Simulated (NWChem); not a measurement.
System: C2H3BFNO; SMILES FB1COC=N1

NWChem input:

```
start job
memory heap 200 mb stack 900 mb global 1100 mb
geometry units angstroms noautoz
  F     -0.043911     2.106502     0.000000
  B      0.029516     0.787944     0.000000
  C     -1.189112    -0.231509     0.000000
  O     -0.487517    -1.489521     0.000000
  C      0.812670    -1.199923     0.000000
  N      1.236127     0.011439     0.000000
  H     -1.837986    -0.194372     0.889356
  H     -1.837986    -0.194372    -0.889356
  H      1.445213    -2.098556     0.000000
end
basis spherical
  * library 6-31g*
end
dft
  xc becke97-d
  disp vdw 2
  iterations 150
  mulliken
end
task dft energy
```

Structure relaxed at the PBE0/def2-SVP level.

Q: Give the results of this calculation. (B97-D/6-31G* (spherical d).) Quantities: energy (Ha); highest occupied level (eV); orbital gap (eV); dipole (D).

A: 
| Property | Result |
|---|---|
| energy (Ha) | -332.54 |
| highest occupied level (eV) | -6.20 |
| orbital gap (eV) | 4.55 |
| dipole (D) | 2.28 |
